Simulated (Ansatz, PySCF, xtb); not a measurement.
Process, species as SMILES: BOB + 2 [H][H] (H2) → 2 B (BH3) + O (H2O)
Geometries: B3LYP-D3(BJ)/def2-TZVP minima from Ansatz (a quantum-chemistry and plane-wave program), one conformer each, not searched for the lowest.

Quantity: energy of full hydrogenation (electronic energy difference), in eV. Cores are frozen in the correlated levels unless marked. Spin-orbit coupling is left out. Non-relativistic. Basis-set limits of correlation are two-point, X^-3; Hartree-Fock from the larger set. The bracket is a focal-point correction in the basis named.

```csv
level,program,energy of full hydrogenation (eV)
GFN2-xTB,xtb,2.06
r2SCAN-D3(BJ)/def2-TZVPD,Ansatz + dftd3,2.57
PBE0-D4/def2-TZVPD,Ansatz + dftd4,2.40
PBE0/def2-TZVPD,Ansatz,2.37
TPSSh-D3(BJ)/def2-TZVPD,PySCF + dftd3,2.58
TPSSh/def2-TZVPD,PySCF,2.54
r2SCANh/def2-TZVPD,Ansatz,2.51
MN15-D3(BJ)/def2-TZVPD,PySCF + dftd3,?
SCS-MP2/aug-cc-pVDZ,Ansatz,1.86
CCSD(T) with core electrons/cc-pwCVTZ,Ansatz,?
"RI-MP2/CBS(aug-cc-pVTZ,aug-cc-pVQZ)+[CCSD(T)-MP2]/aug-cc-pVTZ",Ansatz,2.33
```

### Question
Complete the blanks.

### Answer

- MN15-D3(BJ)/def2-TZVPD, energy of full hydrogenation (eV): 2.77
- CCSD(T) with core electrons/cc-pwCVTZ, energy of full hydrogenation (eV): 2.44
